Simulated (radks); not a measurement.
The numbers below are computed, except where a source is named.
S0.75+, 15.25 electrons, occupied as [Ne] 3s2 3p(up 2.25, down 1) (fractional occupations, a model configuration). Level of theory: non-relativistic Kohn-Sham, SCAN, spin-polarised, spherical densities, point nucleus; meta-GGA in the generalised Kohn-Sham scheme (a radial shooting solver on a logarithmic mesh with Libxc functionals).

Radial electron density D(r) = 4 pi r^2 rho(r):

| r (bohr) | D(r) (e/bohr) | spin D(r) |
|---|---|---|
| 0.00738 | 1.444 | 0.0000604 |
| 0.008321 | 1.781 | 0.0000762 |
| 0.009382 | 2.189 | 0.0000963 |
| 0.01058 | 2.679 | 0.000122 |
| 0.01193 | 3.262 | 0.000155 |
| 0.01356 | 4.000 | 0.000202 |
| 0.01528 | 4.812 | 0.000261 |
| 0.01723 | 5.749 | 0.000340 |
| 0.01943 | 6.814 | 0.000448 |
| 0.02208 | 8.089 | 0.000608 |
| 0.0249 | 9.404 | 0.000821 |
| 0.02807 | 10.81 | 0.00112 |
| 0.03165 | 12.27 | 0.00155 |
| 0.03569 | 13.73 | 0.00217 |
| 0.04056 | 15.21 | 0.00313 |
| 0.04573 | 16.45 | 0.00443 |
| 0.05156 | 17.44 | 0.00630 |
| 0.05814 | 18.09 | 0.00893 |
| 0.06607 | 18.34 | 0.0129 |
| 0.0745 | 18.11 | 0.0181 |
| 0.084 | 17.45 | 0.0250 |
| 0.09471 | 16.41 | 0.0342 |
| 0.1068 | 15.15 | 0.0459 |
| 0.1214 | 13.79 | 0.0617 |
| 0.1368 | 12.74 | 0.0794 |
| 0.1543 | 12.13 | 0.0994 |
| 0.174 | 12.11 | 0.120 |
| 0.1977 | 12.79 | 0.142 |
| 0.2229 | 13.97 | 0.158 |
| 0.2513 | 15.40 | 0.167 |
| 0.2834 | 16.73 | 0.165 |
| 0.3195 | 17.57 | 0.150 |
| 0.3631 | 17.56 | 0.120 |
| 0.4094 | 16.56 | 0.0811 |
| 0.4616 | 14.65 | 0.0394 |
| 0.5205 | 12.11 | 0.00558 |
| 0.5916 | 9.156 | -0.00799 |
| 0.667 | 6.615 | 0.0149 |
| 0.752 | 4.655 | 0.0794 |
| 0.8479 | 3.435 | 0.186 |
| 0.956 | 2.926 | 0.326 |
| 1.087 | 2.942 | 0.493 |
| 1.225 | 3.181 | 0.636 |
| 1.381 | 3.371 | 0.736 |
| 1.557 | 3.342 | 0.768 |
| 1.77 | 3.020 | 0.723 |
| 1.996 | 2.506 | 0.620 |
| 2.25 | 1.896 | 0.483 |
| 2.537 | 1.305 | 0.341 |
| 2.861 | 0.8131 | 0.216 |
| 3.251 | 0.4375 | 0.116 |
| 3.666 | 0.2177 | 0.0573 |
| 4.133 | 0.09586 | 0.0244 |
| 4.66 | 0.03705 | 0.00884 |
| 5.296 | 0.01149 | 0.00245 |
| 5.972 | 0.003261 | 0.000591 |
| 6.733 | 0.0007775 | 0.000109 |

D(r) has 3 maxima, at r = 0.0661, 0.341, 1.45 bohr, and minima at 0.164, 1.01 bohr, inside which lie 2.19, 10.35 electrons.
